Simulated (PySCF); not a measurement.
C₆H₅N₂ (doublet state).
SMILES with atom numbers: `[CH:1]#[C:2]/[CH:3]=[N:4]\[CH2:5][CH:6][C:7]#[N:8]` (hydrogens: H9 on C1; H10 on C3; H11, H12 on C5; H13 on C6)

Geometry (GFN2-xTB, Å), atoms numbered from 1 in this order:
```
atom  x, y, z in Å
C1     1.645    1.820   -0.464
C2     1.531    0.770    0.109
C3     1.345   -0.486    0.737
N4     0.481   -1.361    0.450
C5    -0.493   -1.162   -0.592
C6    -1.690   -0.440   -0.092
C7    -1.593    0.714    0.629
N8    -1.516    1.703    1.232
H9     1.762    2.752   -0.935
H10    2.025   -0.720    1.550
H11   -0.050   -0.584   -1.425
H12   -0.780   -2.151   -0.959
H13   -2.671   -0.855   -0.259
```

The hyperfine couplings belong to this conformer and change with its torsions.

The calculation used UKS B3LYP, pcH-1 on C H N, non-relativistic, mean-field spin-orbit, GIAO in PySCF. Isolated species at its GFN2-xTB geometry (one conformer only). The geometry wasn't refined by DFT: couplings that depend on bond lengths, twists or pyramidal angles can differ widely from those at the functional's own minimum. Stability of the SCF solution: not tested.

Largest spin populations (Mulliken): C6 (+0.84), N8 (+0.39), C7 (-0.21) and C5 (-0.07). The positive populations add up to 1.31 and the negative ones to -0.31, together 2S = 1. The angles at C6 add up to 359.9°, so it is planar; its axial dipolar tensor and the negative coupling of its proton fit spin in a p orbital normal to that plane.

(1) Find Q in a(H) = Q·ρ(C) for the protons on the planar carbons that carry spin.

(2) List the C–H protons on four-coordinate carbons next to a three-coordinate spin centre, with their couplings and θ (C–H bond against the normal to the plane of the centre's neighbours, projected along the bond that joins the two).

Answers

(1) 
```
  H   C    ρ(C)  a(H) (G)  a/ρ (G)
H13  C6  +0.836    -19.96    -23.9
```

One proton gives one ratio, Q = -23.9 G, and no test of linearity.

(2) 
| β H | on | centre | θ (°) | cos²θ | a (G) |
| --- | --- | --- | --- | --- | --- |
| H11 | C5 | C6 | 19 | 0.89 | +42.56 |
| H12 | C5 | C6 | 80 | 0.03 | +4.04 |

Couplings in gauss use g_iso = 2.0030.
